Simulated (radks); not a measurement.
The numbers below are computed, except where a source is named.
Question: Species: the gallium ion Ga+. Configuration: [Ar] 3d10 4s2. Level of theory: non-relativistic Kohn-Sham, PBE, spin-polarised, spherical densities, point nucleus (a radial shooting solver on a logarithmic mesh with Libxc functionals). Some entries of the table are withheld. Estimate them.

orbital  occ.  eigenvalue (hartree)  <r^2> (bohr^2)  r(max) (bohr)
1s          2             -371.1653        0.003273            (1)
2s          2             -45.58268             (2)         0.1858
2p          6             -40.41978         0.04522         0.1479
3s          2                   (3)          0.5069         0.5735
3p          6              -3.89539          0.5517         0.5707
3d         10                   (4)          0.8412         0.5323
4s          2              -0.58943           5.825            (5)
4p          0              -0.33410           9.582          2.327

Answer: 
(1) 1s r(max) (bohr): 0.03261
(2) 2s <r^2> (bohr^2): 0.05781
(3) 3s eigenvalue (hartree): -5.56996
(4) 3d eigenvalue (hartree): -1.02990
(5) 4s r(max) (bohr): 1.881
